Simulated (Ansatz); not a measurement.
Species: tetrafluorogermane, GeF4, charge 0, multiplicity 1. SMILES: [F][Ge]([F])([F])[F]
Geometry: optimised at B3LYP-D3(BJ)/def2-TZVP (Ansatz, a quantum-chemistry and plane-wave program).

Quantity: atomisation energy (electronic, to ground-state atoms), in kJ/mol. Cores are frozen in the correlated levels unless marked. UHF or UKS for open shells. Spin-orbit coupling is left out. Frozen are the shells of the preceding noble gas and the d and f shells that filled before the atom's block. No relativistic terms. The coupled-cluster limit lacks core correlation, which all-electron functionals hold. CBS(X,Y): correlation extrapolated as X^-3; Hartree-Fock from the larger set.

| level | program | atomisation energy (kJ/mol) |
|---|---|---|
| HSE06-D3(BJ)/def2-TZVPD | Ansatz + dftd3 | 1872.4 |
| CCSD/STO-3G | Ansatz | 1234.6 |
| CCSD/cc-pVTZ | Ansatz | ___ |
| CCSD(T)/CBS(cc-pVTZ,cc-pVQZ) | Ansatz | 1976.4 |

### Question
Fill in the missing entries.

### Answer

- CCSD/cc-pVTZ, atomisation energy (kJ/mol): 1843.7
